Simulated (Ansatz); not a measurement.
Reaction (formal exchange of groups at a C–Si bond): `NC(F)[SiH2]Cl` + CH₃OH → `NC(F)CO` + `[SiH3]Cl`

Program: Ansatz. Geometries: PBE0-D4/def2-TZVP. ΔE: electronic, gas phase. CCSD(T)/CBS is the MP2 limit (def2-TZVPP, def2-QZVPP) plus CCSD(T) − MP2 in def2-TZVPP, frozen cores. This one scheme is used for every species. One conformer a species, not always the lowest.

`NC(F)[SiH2]Cl`:

```xyz
10

N    -0.966    0.846    0.776
C    -0.506    0.275   -0.414
F    -1.414   -0.677   -0.971
Si    1.114   -0.688   -0.183
Cl    2.646    0.624    0.189
H    -1.080    0.189    1.534
H    -1.794    1.414    0.670
H    -0.403    1.052   -1.176
H     0.965   -1.589    0.986
H     1.437   -1.447   -1.410
```

CH₃OH:

```xyz
6

C     0.005   -0.348   -0.077
O     0.458    0.987   -0.071
H     0.730   -0.929   -0.648
H    -0.973   -0.455   -0.561
H    -0.053   -0.774    0.932
H    -0.167    1.518    0.425
```

`NC(F)CO`:

```xyz
11

N    -0.285    0.103    1.446
C    -0.210   -0.627    0.254
F     1.044   -1.291    0.106
C    -0.344    0.269   -0.958
O     0.647    1.269   -0.965
H    -0.110   -0.458    2.266
H     0.324    0.912    1.426
H    -0.953   -1.428    0.244
H    -1.311    0.775   -0.926
H    -0.302   -0.349   -1.862
H     1.498    0.824   -1.031
```

`[SiH3]Cl`:

Cartesian coordinates in Å:
```
Si -0.012 0.128 -0.006
Cl 0.181 -1.915 0.088
H -0.542 0.489 -1.341
H 1.321 0.737 0.203
H -0.949 0.561 1.056
```

| level | ΔE (kcal/mol) |
| --- | --- |
| HF/def2-TZVPP | -6.1 |
| CCSD/CBS(def2) | -4.2 |

(1) What does CCSD(T)/CBS give? (An estimate is asked.)

Largest T1 diagnostic among the species: 0.011.

## Answers

(1) Computed: -4.0 kcal/mol. The listed levels differ from it by -2.1, -0.2 kcal/mol.

In def2-TZVPP, CCSD(T) changes the Hartree–Fock value by +1.2 kcal/mol (the triples alone add +0.2 kcal/mol) and MP2 by +1.6 kcal/mol. From PBE to PBE0 (25 % exact exchange), in def2-TZVPP and without D4, ΔE moves by −1.2 kcal/mol.
